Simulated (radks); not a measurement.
Problem. All-electron atom: Eu I in [Xe] 4f7 6s2. All-electron calculation, scalar-relativistic Kohn-Sham, PBE, spin-unpolarised, spherical densities, finite nucleus; Fermi nuclear charge, rms radius 5.1115 fm; hard spherical wall at 7 bohr. Program: a radial shooting solver on a logarithmic mesh with Libxc functionals. Some entries of the table are withheld. Estimate them.

orbital  occ.  eigenvalue (eV)  r(max) (bohr)
1s          2              (1)        0.01420
2s          2        -7940.669        0.08055
2p          6        -7075.253        0.06513
3s          2        -1746.334         0.2289
3p          6        -1476.942         0.2244
3d         10        -1116.660         0.1838
4s          2        -345.5831         0.5273
4p          6        -256.9605         0.5503
4d         10        -133.4620         0.5731
5s          2         -43.2772          1.233
5p          6         -22.4243          1.405
6s          2          -2.2191          3.510
4f          7          -1.3581         0.5923
5d          0          -0.2358          2.164
6p          0           1.4054            (2)
7s          0          10.6279          5.392

Solution. 
(1) 1s eigenvalue (eV): -48361.38
(2) 6p r(max) (bohr): 4.128
